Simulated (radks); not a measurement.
Results of a calculation; reference values are marked as such.
Q: Zr+, 39 electrons, occupied as [Kr] 4d2 5s1 (the NIST ground configuration). Level of theory: Dirac Kohn-Sham, PBE, spin-unpolarised, spherical densities, point nucleus; open shells fill j = l - 1/2 first (a radial shooting solver on a logarithmic mesh with Libxc functionals). Some entries of the table are withheld. Estimate them.

| orbital | occ. | eigenvalue (eV) | r(max) (bohr) |
|---|---|---|---|
| 1s1/2 | 2 | -17823.91 | 0.02414 |
| 2s1/2 | 2 | -2474.891 | (1) |
| 2p1/2 | 2 | (2) | 0.1070 |
| 2p3/2 | 4 | (3) | 0.1106 |
| 3s1/2 | 2 | -411.1460 | 0.4084 |
| 3p1/2 | 2 | (4) | 0.3963 |
| 3p3/2 | 4 | (5) | 0.4054 |
| 3d3/2 | 4 | -182.6859 | 0.3459 |
| 3d5/2 | 6 | -180.1892 | 0.3486 |
| 4s1/2 | 2 | -61.0909 | 1.079 |
| 4p1/2 | 2 | -40.2785 | 1.163 |
| 4p3/2 | 4 | -38.5065 | 1.189 |
| 4d3/2 | 2 | (6) | (7) |
| 5s1/2 | 1 | -9.9273 | 3.002 |
| 4d5/2 | 0 | (8) | (9) |

A: 
(1) 2s1/2 r(max) (bohr): 0.1371
(2) 2p1/2 eigenvalue (eV): -2266.013
(3) 2p3/2 eigenvalue (eV): -2180.154
(4) 3p1/2 eigenvalue (eV): -333.3940
(5) 3p3/2 eigenvalue (eV): -319.7257
(6) 4d3/2 eigenvalue (eV): -10.0297
(7) 4d3/2 r(max) (bohr): 1.576
(8) 4d5/2 eigenvalue (eV): -9.8889
(9) 4d5/2 r(max) (bohr): 1.589
